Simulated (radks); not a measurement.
Problem. The mean radii <r> (bohr) of the occupied orbitals of an atom or ion are listed with their occupations. Method: scalar-relativistic Kohn-Sham, MS2 meta-GGA, spin-unpolarised, spherical densities, finite nucleus; meta-GGA in the generalised Kohn-Sham scheme; Fermi nuclear charge, rms radius of each element as measured or else 0.836 A^(1/3) + 0.57 fm; computed with a radial shooting solver on a logarithmic mesh with Libxc functionals.

| orbital | occ. | <r> |
|---|---|---|
| 1s | 2 | 0.01605 |
| 2s | 2 | 0.06758 |
| 2p | 6 | 0.06143 |
| 3s | 2 | 0.1744 |
| 3p | 6 | 0.1764 |
| 3d | 10 | 0.1600 |
| 4s | 2 | 0.3840 |
| 4p | 6 | 0.4095 |
| 4d | 10 | 0.4307 |
| 5s | 2 | 0.8533 |
| 4f | 14 | 0.4537 |
| 5p | 6 | 0.9723 |
| 5d | 9 | 1.268 |
| 6s | 2 | 2.176 |
| 6p | 2 | 2.841 |
| 5f | 1 | 17.49 |

Name the element and its charge.

Solution. Z = 82, lead, charge 0: Pb in [Xe] 4f14 5d9 6s2 6p2 5f1. The 1s radius gives Z: for a bare nucleus <r> = (2 gamma + 1)/(2Z) with gamma = sqrt(1 - (Z/c)^2), 0.01587 bohr for Z = 82, and screening makes it slightly larger (0.01605 here). The occupations add up to 82, and the charge is Z minus that.
